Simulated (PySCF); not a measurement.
**Calculated NMR data**

How the numbers were obtained: σ from GIAO-PBE0/pcSseg-1, GFN2-xTB geometry, in PySCF (one conformer, one averaged value for each set of equivalent atoms, no solvent, non-relativistic).

Referencing at the same level of theory: 1H (31.72 ppm), 13C (186.93 ppm) vs TMS. Splittings of carbon signals by F and P are missing where no couplings were computed. Where no couplings were computed, multiplicities follow the n + 1 count of equivalent neighbours, and m marks all less simple cases (inequivalent or close neighbours, rings, F or P nearby). Shifts are as computed. Against solution values, carbons near 30 ppm lie about +3 ppm off and those near 130 ppm about +5 ppm; carbons on Cl a further +6 ppm. Of 1211 compounds with measured shifts, 218 miss one by over three times the rms of a fit or turn the order of signals round; such compounds aren't used in these exercises. Carbons bonded to Cl come out too deshielded.

**1.** SMILES CC(C)(C)n1cpcc1Cl, C7H11ClNP. 1H NMR (500 MHz, computed): δ 8.08 (m, 1H), 7.32 (m, 1H), 1.76 (s, 9H). 13C{1H} NMR (computed): δ 155.9 (CH), 138.0 (CH), 129.6 (C), 59.2 (C), 30.5 (CH3).

**2.** `c1c(C=C=C)nccc1`, C8H7N. 1H NMR (500 MHz, computed): δ 8.84 (d, 1H), 7.89 (m, 1H), 7.89 (m, 1H), 7.15 (m, 1H), 6.79 (m, 1H), 5.46 (m, 2H). 13C{1H} NMR (computed): δ 225.1, 159.9, 155.4, 141.7, 126.8, 125.6, 103.3, 82.8.

**3.** `C=C(F)c1cccc(F)c1`, C8H6F2. 1H NMR (500 MHz, computed): δ 7.69 (m, 1H), 7.69 (m, 1H), 7.54 (m, 1H), 7.33 (m, 1H), 5.46 (m, 1H), 5.37 (m, 1H). 13C{1H} NMR (computed): δ 172.9, 172.5, 138.6, 136.3, 125.0, 122.6, 116.6, 95.9.

**4.** `C=Cc1nccpc1C`, C7H8NP. 1H NMR (500 MHz, computed): δ 9.22 (m, 1H), 8.64 (m, 1H), 7.76 (m, 1H), 7.35 (m, 1H), 6.10 (m, 1H), 2.91 (m, 3H). 13C{1H} NMR (computed): δ 167.1 (C), 158.0 (C), 156.4 (CH), 154.5 (CH), 138.9 (CH), 132.4 (CH2), 25.8 (CH3).
